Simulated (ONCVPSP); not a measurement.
**Potentials for manganese (Mn) compared**

Generated with ld1.x 7.5 (TM, RRKJ, ultrasoft, PAW), atompaw 4.2 or ONCVPSP 4.0.1. The cutoff is in Ry: for ld1.x and atompaw files where the sum of valence levels is converged to 10 mRy in a Bessel basis, for ONCV files where the hardest occupied wave has 1 mHa per electron of residual kinetic energy. The error is the largest all-electron minus pseudo excitation energy over each file’s own four to seven test configurations (ionisations up to +4, promotions, holes and added fractions of an electron), all of which were solved. The labels leave out finer settings (local radius, basis sizes, second energies), which also bear on the numbers. Spin-polarised tests are not counted. The rows are a selection from randomly drawn settings: files with unsolved tests, undetermined cutoffs or missed reference levels are left out.

A true bound ghost makes a file unfit for plane-wave use even where its test errors are small: the radial tests pick states by their node count and pass the ghost by.

| potential | cutoff (Ry) | largest error (meV) | bound ghosts |
| --- | --- | --- | --- |
| ONCV, PBEsol, fully relativistic, rc 1.10/1.35/1.95 (spd), local smoothed, core correction yes, reference 3s2 3p6 3d5.5 4s1.5, qcut 13.8/12.1/7.1, projectors 2/2/3 | 112 | +29 | none |
| ONCV, PBE, non-relativistic, rc 1.15/0.90/1.75/1.65 (spdf), local smoothed, core correction yes, reference 3s2 3p6 3d5 4s1.5, qcut 8.3/11.1/9.2/6.1, projectors 2/2/1/1 | 96 | +3.0 | none |
| ONCV, PBEsol, scalar-relativistic, rc 1.60/1.20/1.20 (spd), local smoothed, core correction no, reference 3s2 3p6 3d5 4s2, qcut 9.2/11.9/14.7, projectors 2/2/2 | 142 | +11 | none |
| ONCV, PBE, fully relativistic, rc 1.20/1.00/0.95/0.95 (spdf), local f, core correction no, reference 3s2 3p6 3d5 4s2, qcut 10.2/6.9/8.6/13.2, projectors 3/2/2/0 | 515 | +9.9 | none |
| ONCV, LDA (Perdew-Zunger), scalar-relativistic, rc 1.50/1.40/1.70 (spd), local smoothed, core correction yes, reference 3s2 3p6 3d5 4s1.5, qcut 6.7/11.8/9.3, projectors 3/1/2 | 67 | +20 | none |
| ONCV, PBEsol, scalar-relativistic, rc 1.60/1.30/1.25 (spd), local d, core correction yes, reference 3s2 3p6 3d5 4s2, qcut 6.8/9.6/10.8, projectors 2/2/0 | 97 | -30 | none |
| ONCV, PBE, fully relativistic, rc 2.30/2.05/2.00 (spd), local smoothed, core correction yes, reference 3d5 4s2, qcut 2.4/4.1/8.1, projectors 2/1/3 | 51 | +165 | none |

Task: Fill in the row for Mn: ONCV, LDA (Perdew-Zunger), scalar-relativistic, rc 2.40/2.80/1.30 (spd), local smoothed, core correction yes, reference 3d5 4s1 4p1, qcut 2.1/3/11.6, projectors 2/2/2.

Result: cutoff 114 Ry, largest error -250 meV, bound ghosts: s.

Task: Fill in the row for Mn: ONCV, PBEsol, scalar-relativistic, rc 1.15/0.85/1.85 (spd), local smoothed, core correction no, reference 3s2 3p6 3d5 4s2, qcut 11.6/8.8/10.3, projectors 3/3/2.

Result: cutoff 95 Ry, largest error +75 meV, bound ghosts: p.
